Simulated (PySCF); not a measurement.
SMILES C(#C[Si](C)(O)O)B(O)O, singlet (GFN2-xTB optimised geometry):

```
16

Si    -0.884     2.088     0.000
C     -2.727     1.656     0.068
O     -0.377     3.038     1.236
O     -0.632     2.955    -1.348
C      0.119     0.518    -0.004
C      0.753    -0.513     0.000
B      1.567    -1.828     0.000
O      2.920    -1.828     0.000
O      0.961    -3.038     0.006
H     -3.334     2.548     0.191
H     -2.950     0.984     0.892
H     -3.042     1.168    -0.847
H     -0.465     2.748     2.138
H      0.093     3.573    -1.384
H      3.334    -0.967    -0.009
H      0.006    -3.024    -0.001
```

Level of theory: PySCF 2.14.0 with PBE0/def2-TZVP.

Task: What are the frontier orbital energies and the dipole moment?

Result: HOMO-2 -8.87 eV, HOMO-1 -8.34 eV, HOMO -8.22 eV, LUMO -0.95 eV, LUMO+1 -0.06 eV; dipole moment 2.52 D.

On the same geometry PySCF with PBE/def2-TZVP gives HOMO-2 -7.32 eV, HOMO-1 -7.03 eV, HOMO -6.93 eV, LUMO -1.81 eV, LUMO+1 -0.96 eV; dipole moment 2.40 D.

Meta-Löwdin charges at PBE0/def2-TZVP: Si1 1.34, C2 -0.64, O3 -0.76, O4 -0.76, C5 -0.32, C6 -0.15, B7 0.43, O8 -0.51, O9 -0.51, H10 0.14, H11 0.13, H12 0.14, H13 0.36, H14 0.36, H15 0.36, H16 0.36.
